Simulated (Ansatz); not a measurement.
CH4F2Ge, SMILES `F[CH](F)[GeH3]`, relaxed with RKS PBE0-D4/def2-TZVP in Ansatz from a PBE-D4/def2-SVP geometry. The force threshold is 0.005 eV/Å; the program also tests the step.

Total charge 0; spin multiplicity 1.

Start:

```xyz
8

F    -0.834   -1.181    1.300
C     0.216   -0.877    0.471
F     0.314   -1.856   -0.486
Ge   -0.142    0.882   -0.424
H     1.151   -0.896    1.079
H    -0.272    1.984    0.656
H    -1.463    0.736   -1.213
H     1.030    1.208   -1.383
```

Problem. By how much does the energy fall, and how many steps does the optimiser take? (Estimate.)

Solution. Ansatz gave: 0.02 eV, in 5 steps.

Problem. Which bonds change most? (Estimate.)

Solution. Computed: C2–H5 from 1.116 to 1.096 Å; Ge4–H6 from 1.549 to 1.534 Å; Ge4–H8 from 1.549 to 1.534 Å; Ge4–H7 from 1.546 to 1.532 Å.

Problem. Give the relaxed structure. (An estimate is asked.)

Solution. The calculation gave: 
```xyz
8

F    -0.815   -1.189    1.296
C     0.214   -0.865    0.465
F     0.314   -1.856   -0.465
Ge   -0.149    0.883   -0.430
H     1.134   -0.879    1.060
H    -0.266    1.961    0.655
H    -1.457    0.750   -1.216
H     1.026    1.195   -1.365
```
